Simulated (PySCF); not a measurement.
## Electron correlation in Sb²⁺ (antimony, charge +2)

[Kr] 4d10 5s2 5p1, 2P determinant. All numbers are calculated (PySCF 2.14, scalar relativity by spin-free X2C-1e, in x2c-SVPall). Frozen: [Kr] 4d10; 3 electrons correlated.

MP2 pair energies summed by pair of shells (mhartree):

```
 pair  energy  share (%)
5s-5s  -15.91       60.1
5s-5p  -10.57       39.9
```

Total MP2 correlation energy: -26.48 mhartree.

Same-spin part -1.74 and opposite-spin part -24.74 mhartree; SCS-MP2 scales them by 1/3 and 6/5 to -30.26 mhartree.

```csv
level,correlation energy (mhartree)
CCSD,-39.32
(T),-0.28
CCSD(T),-39.60
```

Diagnostics: T1 = 0.0077, D1 = 0.0187, largest double amplitude 0.096.

Cost of the coupled-cluster step: 0.15 s of wall time on 1 thread of Neoverse-N1 (shared host), for 3 correlated electrons.
